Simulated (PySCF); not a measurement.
**Ionisation energy of K by level of theory**

K [Ar] 4s1 (2S) → K⁺ [Ar] (1S), as a difference of total energies. All numbers are calculated (PySCF 2.14, the spin-free X2C one-electron Hamiltonian (Gaussian nucleus), in cc-pVDZ-X2C (5s4p2d, 27 functions)). The calculations carry no spin-orbit coupling.

| method | ionisation energy (eV) |
| --- | --- |
| UHF | 4.019 |
| LDA | 4.513 |
| PBE | 4.443 |

For comparison: 4.341 eV (measured; NIST Atomic Spectra Database, ionization energies).
